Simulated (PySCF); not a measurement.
H₄O₄Ti, multiplicity 1. Atoms are numbered in the order given.

```xyz
9

Ti     0.0000     0.0000     0.0000
O      0.8498     1.1923    -1.0627
H      0.8637     2.1547    -0.9186
O     -1.1923     0.8498     1.0627
H     -2.1547     0.8637     0.9186
O     -0.8498    -1.1923    -1.0627
H     -0.8637    -2.1547    -0.9186
O      1.1923    -0.8498     1.0627
H      2.1547    -0.8637     0.9186
```
Charge 0, spin multiplicity 1.

Geometry: PBE-D3(BJ)/def2-SVP. The multiplicity is an assumed one; no other spin state was optimised. The isomer is the one that the SMILES or the coordinates give; other isomers of the formula were not compared. One conformer was computed; it need not be the lowest.

Computed with PySCF with PBE/def2-TZVP.

Symmetry labels are those of the subgroup C2 that the program uses (full group S4).

List the valence orbital energies around the gap with their symmetry. (The exact figures need the calculation; the answer reports its results.)


| orbital | symmetry | energy (eV) |
|---|---|---|
| HOMO−7 | A | -8.60 |
| HOMO−6 | A | -8.38 |
| HOMO−5 | A | -8.24 |
| HOMO−4 | B | -7.96 |
| HOMO−3 | B | -7.96 |
| HOMO−2 | A | -7.33 |
| HOMO−1 | B | -7.33 |
| HOMO | B | -7.33 |
| LUMO | A | -2.24 |
| LUMO+1 | A | -2.15 |
| LUMO+2 | B | -1.19 |
| LUMO+3 | B | -1.19 |
